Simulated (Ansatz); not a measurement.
**Question.** Name a neutral molecule of Ge, O and H with zero-point energy (PBE0-D4/def2-TZVP) between 128 and 144 kJ/mol and LUMO energy (B3LYP/def2-TZVPP) between -0.70 and -0.40 eV (Ansatz, PBE0-D4/def2-TZVP geometry).

**Answer.** `[OH][GeH2][GeH3]` (138.0 kJ/mol, -0.51 eV). Other molecules can fit too; these were computed, each in one conformer that needn't be the lowest.

B3LYP here is the variant with VWN-RPA as its local correlation; programs differ in this.
